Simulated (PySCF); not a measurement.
Electron correlation in Ce²⁺ (cerium, charge +2)

[Xe] 4f1 5d1, one real determinant (an excited configuration). Calculation: PySCF 2.14, in ANO-RCC-VTZP; the spin-free X2C one-electron Hamiltonian (Gaussian nucleus). Frozen: [Kr] 4d10; 10 electrons correlated.

MP2 pair energies summed by pair of shells (mhartree):

```tsv
pair	energy	share (%)
5p-5p	-117.72	51.0
5s-5p	-38.15	16.5
5p-5d	-32.58	14.1
4f-5p	-24.61	10.7
5s-5s	-6.43	2.8
4f-5s	-5.09	2.2
5s-5d	-4.45	1.9
4f-5d	-1.85	0.8
```

Total MP2 correlation energy: -230.89 mhartree.

Same-spin part -59.73 and opposite-spin part -171.16 mhartree; SCS-MP2 scales them by 1/3 and 6/5 to -225.30 mhartree.

The reference is one real determinant that mixes LS terms of this configuration.
